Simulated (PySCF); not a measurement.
Molecule: `N#C[B@H-]([NH2+]C)F`, C$_{2}$H$_{6}$BFN$_{2}$.

Numbering as in the mapped SMILES `[CH3:1][NH2+:2][B@H-:3]([F:4])[C:5]#[N:6]`. Hydrogens are named by the atom that carries them. Ha(N2) is pro-R; Hb(N2) is pro-S.

Geometry PBE0-D3(BJ)/def2-SVP throughout; GIAO in PySCF 2.14.0 with density-fitted response routines, gas phase, one conformer, non-relativistic; equivalent atoms averaged; functional PBE0.

Q: How do the absolute shieldings σ depend on the basis set? (a selection of nuclei; ppm; last column core-seconds on shared hosts with different chips, so compare them loosely)

A: 
```tsv
basis set	functions	C1	N6	N2	B3	F4	H(C1)	Ha(N2)	Hb(N2)	H(B3)	core-s
STO-3G	36	197.3	46.6	279.5	133.2	456.4	29.99	30.01	30.27	30.61	3.1
6-31G	66	173.0	-34.5	223.1	119.3	391.8	29.80	30.41	30.43	28.79	6.2
pcSseg-0	66	163.5	-77.1	217.2	111.2	385.7	29.79	31.09	31.08	28.36	4
6-31G*	96	168.2	-28.2	216.3	117.2	395.3	29.35	29.59	29.64	28.60	8.6
def2-SVP	114	168.3	-36.8	214.9	116.6	394.5	28.89	28.99	29.00	28.51	14
cc-pVDZ	114	170.3	-33.6	215.0	119.3	393.1	28.77	28.88	28.94	28.37	8.1
aug-cc-pVDZ	192	169.3	-29.3	214.8	117.1	392.4	28.73	28.62	28.61	28.04	16
6-311+G(2d,p)	198	159.6	-56.7	205.1	110.5	387.0	28.92	28.96	28.98	28.21	22
def2-TZVP	222	159.1	-60.9	205.1	109.8	384.0	28.89	28.92	28.95	28.20	26
cc-pVTZ	264	160.1	-59.6	205.5	110.3	385.6	28.66	28.56	28.59	28.17	26
IGLO-III	270	155.9	-66.8	202.2	106.4	385.5	28.74	28.64	28.66	28.10	24
```

Q: Which nucleus among those listed moves most, in ppm?

A: N6 (nitrile nitrogen): from -77.1 ppm with pcSseg-0 to 46.6 ppm with STO-3G. The smallest spread is 1.33 ppm, at H(C1). Proton shifts span only some 12 ppm, so a few tenths of a ppm matter as much there as several ppm in carbon.

Q: Taking the largest basis, IGLO-III (270 functions), as the yardstick, rank the others by their worst heavy-atom deviation.

A: def2-TZVP 5.9 ppm (222 functions), cc-pVTZ 7.1 ppm (264 functions), 6-311+G(2d,p) 10.0 ppm (198 functions), pcSseg-0 15.0 ppm (66 functions), def2-SVP 30.0 ppm (114 functions), 6-31G 32.3 ppm (66 functions), cc-pVDZ 33.1 ppm (114 functions), aug-cc-pVDZ 37.5 ppm (192 functions), 6-31G* 38.6 ppm (96 functions), STO-3G 113.4 ppm (36 functions).

A small basis that lands close on one nucleus may do so by chance; judge by the trend and by all nuclei.
